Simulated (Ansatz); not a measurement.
Frontier orbitals of CH₅BInNS.

```xyz
10

N     2.1566   -0.6531    0.3644
C     1.1873   -0.0465    0.0270
S    -0.5440    2.1291    0.7253
B     0.0205    0.7453   -0.4100
In   -1.4219   -1.0618   -0.1253
H     2.2245   -1.5753    0.7718
H     0.3983    3.0278    0.3912
H    -0.0945    0.8077   -1.6120
H    -0.8259   -2.6910   -0.0671
H    -3.1010   -0.6821   -0.0654
```

Total charge 0; spin multiplicity 1. Correlated methods include outer-core shells of In, which these sets cover unevenly. In: def2 effective core potential. The bonds changed during the relaxation, so this is another structure than the one it started from. The structure was optimised at the PBE0-D4/def2-TZVP level. It is one conformer, not always the lowest. Basis def2-TZVPP, Ansatz.

```csv
functional,HOMO (eV),LUMO (eV),gap (eV)
LDA (SPW92),-5.59,-2.94,2.65
PBE,-5.48,-2.66,2.82
PBE0,-6.69,-1.93,4.76
B3LYP,-6.45,-2.20,4.25
r2SCANh,-6.19,-2.14,4.05
CAM-B3LYP,-7.94,-1.12,6.82
ωB97M-V,-8.70,-0.43,8.27
HF,-8.84,0.51,9.35
```

A quarter of exact exchange (PBE0) shifts PBE's HOMO by −1.21 eV and its LUMO by +0.74 eV; full exchange at long range (ωB97M-V) shifts them by −3.23 and +2.23 eV. The gap opens from 2.82 to 8.27 eV, since occupied levels lose self-interaction and empty ones feel all the electrons.

B3LYP here is the variant with VWN-RPA as its local correlation; programs differ in this.
